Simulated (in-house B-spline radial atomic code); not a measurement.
A fraction x of an electron is removed from 3p in Cl V (Cl4+), starting from [Ne] 3s2 3p1 and keeping the highest spin. Level of theory: scalar-relativistic (X2C) PW91, spin-polarised, spherical fractional occupations, Fermi nucleus of rms radius 3.3654 fm; calculated with an all-electron radial atomic-structure program (B-spline basis).

```
   x  E(x) - E(0) (eV)  3p up level (eV)
   0            0.0000           -60.454
0.11            6.7367           -62.032
0.23           14.2840           -63.757
0.28           17.4899           -64.478
0.41           25.9939           -66.353
 0.5           32.0242           -67.654
0.58           37.4827           -68.810
 0.7           45.8440           -70.544
0.76           50.1027           -71.411
0.98           66.1621           -74.581
   1           67.6566                 -
```

The exact functional would give a straight line between the two integer points. Deviations E(x) - E(0) - x[E(1) - E(0)], in eV: -0.706 at x = 0.11, -1.277 at x = 0.23, -1.454 at x = 0.28, -1.745 at x = 0.41, -1.804 at x = 0.5, -1.758 at x = 0.58, -1.516 at x = 0.7, -1.316 at x = 0.76, -0.141 at x = 0.98.

The curve lies below the straight line by up to 1.804 eV (at x = 0.5): convex, the delocalisation error that favours fractional charges.

Q: How well does Slater's transition state (minus the level at half occupation) give the ionisation energy?

A: It gives 67.654 eV against 67.657 eV from the two total energies; NIST lists 67.68 eV, ground level to ground level.
